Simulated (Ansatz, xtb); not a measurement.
## ClGeH3O2Si: which of two isomers lies lower

Structure I: `[OH][Ge][O][SiH2]Cl`, a singlet. Structure II: `O[SiH2][O][Ge][Cl]`, a singlet. Both are isolated molecules in the gas phase, relaxed with B3LYP-D3(BJ)/def2-SVP, each in the lowest conformer that the search found.

I (Å):

```csv
atom,x (Å),y (Å),z (Å)
Cl,0.3872,0.9980,0.5885
Ge,-2.2337,-0.9747,-1.8019
O,-2.5440,0.5804,-0.9919
O,-0.5267,-1.3041,-1.2299
Si,0.7817,-0.8419,-0.3591
H,-1.8288,0.9475,-0.4439
H,1.0766,-1.8152,0.7200
H,1.9564,-0.6196,-1.2363
```

II (Å):

| atom | x (Å) | y (Å) | z (Å) |
| --- | --- | --- | --- |
| Cl | 2.4096 | 1.0482 | -0.9165 |
| Ge | 0.9713 | 0.6217 | 0.7919 |
| O | 0.0815 | -0.7384 | 0.0858 |
| O | 0.1698 | -0.5914 | -2.6588 |
| Si | 0.0301 | -1.6071 | -1.3605 |
| H | 0.9549 | -0.0233 | -2.6424 |
| H | -1.2967 | -2.2542 | -1.4622 |
| H | 1.1264 | -2.6115 | -1.2901 |

**Question.** Which of the two would you expect CCSD(T)/def2-SVP + ΔMP2/def2-TZVPP electronic energies to favour?

**Answer.** Structure II; the calculation gives E(II) − E(I) = −8.7 kcal/mol.

Level by level:

```json
{"level": "B3LYP-D3(BJ)/def2-SVP", "geometry": "B3LYP-D3(BJ)/def2-SVP", "E(II) − E(I) (kcal/mol)": "−9.0", "departure from the last row (kcal/mol)": "−0.4", "job, with rough time for the two": "optimisation, 1.7 min"}
{"level": "HF/def2-SVP", "geometry": "B3LYP-D3(BJ)/def2-SVP", "E(II) − E(I) (kcal/mol)": "−9.5", "departure from the last row (kcal/mol)": "−0.8", "job, with rough time for the two": "part of the CCSD(T) run"}
{"level": "MP2/def2-SVP", "geometry": "B3LYP-D3(BJ)/def2-SVP", "E(II) − E(I) (kcal/mol)": "−7.2", "departure from the last row (kcal/mol)": "+1.5", "job, with rough time for the two": "part of the CCSD(T) run"}
{"level": "CCSD(T)/def2-SVP", "geometry": "B3LYP-D3(BJ)/def2-SVP", "E(II) − E(I) (kcal/mol)": "−7.6", "departure from the last row (kcal/mol)": "+1.0", "job, with rough time for the two": "single point"}
{"level": "CCSD(T)/def2-SVP + ΔMP2/def2-TZVPP", "geometry": "B3LYP-D3(BJ)/def2-SVP", "E(II) − E(I) (kcal/mol)": "−8.7", "departure from the last row (kcal/mol)": "", "job, with rough time for the two": "single point, 28 s"}
```

As drawn, II has 1 O–Si, 1 Cl–Ge in place of 1 Ge–O, 1 Cl–Si.

None of the levels shown reverses the order. The largest departure from CCSD(T)/def2-SVP + ΔMP2/def2-TZVPP is that of MP2/def2-SVP, 1.5 kcal/mol. Levels run at GFN2-xTB geometries aren't shown. The last row adds to CCSD(T) the change of the MP2 difference between the two basis sets, here −1.0 kcal/mol.

With harmonic frequencies from B3LYP-D3(BJ)/def2-SVP (ideal gas, rigid rotor, one conformer each, 298.15 K, 1 atm): on the last row, ΔE + ΔZPE = −8.3 kcal/mol. A mode under 50 cm⁻¹ makes harmonic enthalpies and free energies unreliable, so none is given.

The correlated steps freeze 21 core orbitals; the filled d shell of Ge is correlated, in a basis made for valence electrons. Codes used: Ansatz 0.2.0; the last row on 2 threads of Intel(R) Xeon(R) 6975P-C (Granite Rapids) on a shared host.
